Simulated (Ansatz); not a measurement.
Ansatz (a quantum-chemistry and plane-wave program) input:

Ansatz 0.2 input:
```yaml
crystal:
  periodic: [false, false, false]
  atoms:
    - {symbol: C, position_ang: [2.04205177, -0.33396203, 0.55618850]}
    - {symbol: C, position_ang: [1.17312820, -0.22762496, -0.44905678]}
    - {symbol: C, position_ang: [0.12428123, 0.70980036, -0.59108509]}
    - {symbol: C, position_ang: [-1.19655319, 0.59408667, -0.26517638]}
    - {symbol: C, position_ang: [-1.75609379, -0.62622332, 0.40700973]}
    - {symbol: H, position_ang: [2.83212017, -1.09086277, 0.57177971]}
    - {symbol: H, position_ang: [2.03870921, 0.31574137, 1.45017553]}
    - {symbol: H, position_ang: [0.39750806, 1.61405311, -1.14553169]}
    - {symbol: H, position_ang: [-1.89220269, 1.36721785, -0.57785336]}
    - {symbol: H, position_ang: [-1.70605695, -0.59965150, 1.50588007]}
    - {symbol: H, position_ang: [-2.80944667, -0.79164950, 0.14537531]}
    - {symbol: H, position_ang: [-1.18151645, -1.51130906, 0.10289457]}
basis:
  gaussian:
    orbitals: cc-pVTZ
total_charge: -1
magnetization: {spin_polarized: false}
correlation: {method: ccsd_t, electrons: outside_noble_gas}
```

Question: What final total energy does it print?

Answer: -194.27951 Eh (CCSD(T)/cc-pVTZ). The basis has 248 functions. The run takes roughly 7 core-minutes.

It need not be the lowest isomer of its formula. Whether it binds its extra electron was not tested at this geometry.
